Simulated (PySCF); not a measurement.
# Computed properties of C₄H₅NSi, SMILES C#C[SiH](N)C#C

C4H5NSi, SMILES C(#C)[SiH](N)C#C. The structure is a stationary point at PBE0-D3(BJ)/def2-SVP. The structure was generated by enumeration, and PubChem lists no compound with its InChIKey, so it may never have been made. Other conformers were not sampled. All values are computed for the isolated molecule unless a solvent is named; none is compared with measurement here.

**Structure.** All 27 harmonic modes at PBE0-D3(BJ)/def2-SVP (PySCF) are real, so it is a minimum. With heavy atoms numbered as in [CH:1]#[C:2][SiH:3]([NH2:4])[C:5]#[CH:6], the shortest bond between them is C1–C2 at 1.217 Å and the longest Si3–C5 at 1.845 Å.

**Vibrations.** The strongest infrared lines (harmonic, unscaled, degenerate partners summed) lie at 839 cm⁻¹ (221 km/mol, H 82 %, Si 12 %), 916 cm⁻¹ (187 km/mol, H 70 %, Si 17 %, N 13 %), 431 cm⁻¹ (179 km/mol, H 47 %, N 34 %, C 15 %). The softest mode is at 92 cm⁻¹ and the zero-point energy is 46.3 kcal/mol.

**Electronic structure.** ωB97X/def2-TZVP (PySCF) places the frontier levels at -10.10 and 1.46 eV, a gap of 11.56 eV, and gives a dipole moment of 1.29 D and a mean polarisability of 71.9 bohr³. PBE/def2-TZVP (PySCF) at the same geometry gives -6.27 and -1.55 eV, so its gap is 6.84 eV narrower. An orbital gap is neither the optical nor the fundamental gap.

**Excitations.** TDDFT-B3LYP/def2-SVPD (PySCF) has S1 at 5.58 eV (222 nm, f = 0.023, weak); the most intense of the 10 singlets computed lies at 6.95 eV (f = 0.06). T1 (TDA) is at 4.77 eV. TDDFT-PBE/def2-SVPD (PySCF) puts S1 at 4.90 eV. No vertical singlet excitation falls in the visible range (under 3.1 eV).

**NMR.** GIAO shifts at PBE0/pcSseg-1 (PySCF) (non-relativistic, atoms alike by connectivity averaged): ¹³C from 90.1 to 102.8 ppm against TMS; ¹H from 0.8 to 5.0 ppm against TMS; ²⁹Si at -68.8 ppm against TMS.
